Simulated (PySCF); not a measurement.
A structure optimised at B3LYP-D3(BJ)/def2-SVP, used in a PySCF frequency run:

```
Mo
O 1 1.6580
O 1 1.6580 2 104.43
O 1 1.8077 2 109.30 3 -116.86
H 4 0.9768 1 151.80 2 56.87
```
Charge +1, spin multiplicity 1.

**Question.** Write its SMILES, formula and point group.

**Answer.** [O]=[Mo+](=[O])[OH], HMoO3, Cs

**Question.** What are its rotational constants (standard atomic weights)?

**Answer.** 7.4063, 5.8775, 3.9598 GHz
